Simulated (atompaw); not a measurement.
# Which change was made? (Ga, PAW (atompaw))

atompaw 4.2.0.5 input, output lines left out:

```
Ga 31
GGA-PBE scalarrelativistic loggrid 1500 logderivrange -13 5 451
4 4 3 0 0 0
4 1 0.75
0 0 0
c
c
v
v
c
v
v
v
2
1.25 0.95 1.10 1.20
n
n
y
1
n
custom rrkj vanderbiltortho besselshape
bessel
0.75
0.95
1.00
1.25
1.25
1.25
```

Cutoffs, loose and tight: the cutoffs (Ry, on a coarse ladder) from which the occupation-weighted sum of valence levels, in a spherical-Bessel basis at the reference potential, stays within 10 and 1 mRy of its value at 400 Ry. They see the waves, projectors and local potential, not the compensation charge or the core.

The base gives: outcome: generated; cutoff, loose: 120 Ry; cutoff, tight: 230 Ry; bound ghosts: none.

Problem. After one change the result is: outcome: generated; cutoff, loose: 160 Ry; cutoff, tight: 260 Ry; bound ghosts: none. Which change was it?
A. wave 3d (bound): rc 1.25 bohr becomes 3d (bound): rc 0.80 bohr
B. wave 3d (bound): rc 1.25 bohr becomes 3d (bound): rc 1.00 bohr
C. wave 3d (bound): rc 1.25 bohr becomes 3d (bound): rc 0.88 bohr

Solution. B. The others give: wave 3d (bound): rc 1.25 bohr becomes 3d (bound): rc 0.80 bohr → outcome: generated; cutoff, loose: 260 Ry; cutoff, tight: over 300 Ry; bound ghosts: none | wave 3d (bound): rc 1.25 bohr becomes 3d (bound): rc 0.88 bohr → outcome: generated; cutoff, loose: 200 Ry; cutoff, tight: over 300 Ry; bound ghosts: none.
